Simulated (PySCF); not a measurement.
**Co⁺ (cobalt, charge +1) across methods**

[Ar] 3d8, high-spin 3F determinant. Computed with PySCF 2.14 in aug-cc-pwCVTZ-DK (10s9p7d4f3g, 127 functions), with the spin-free X2C one-electron Hamiltonian (Gaussian nucleus).

```tsv
method	E (hartree)	mean ε 3p β (eV)	mean ε 3d α (eV)	mean ε 3d β (eV)	Σ⟨r²⟩ (bohr²)	⟨S²⟩
BHandHLYP	-1392.921	-75.363	-17.189	-15.423	20.26	2.003
LDA	-1390.304	-67.767	-13.307	-11.743	20.96	2.002
TPSSh	-1392.974	-69.469	-13.626	-12.247	20.71	2.002
PBE	-1392.730	-67.642	-12.994	-11.586	21.00	2.002
r2SCAN	-1392.929	-68.713	-12.998	-11.622	20.62	2.002
PBE0	-1392.732	-71.490	-15.050	-13.426	20.52	2.002
wB97M-V	-1392.851	-74.161	-17.624	-16.097	20.71	2.003
```

Q: Estimate the same row for UHF.

A: E (hartree) = -1391.57762; mean ε 3p β (eV) = -82.145; mean ε 3d α (eV) = -20.819; mean ε 3d β (eV) = -18.379; Σ⟨r²⟩ (bohr²) = 19.70; ⟨S²⟩ = 2.005.
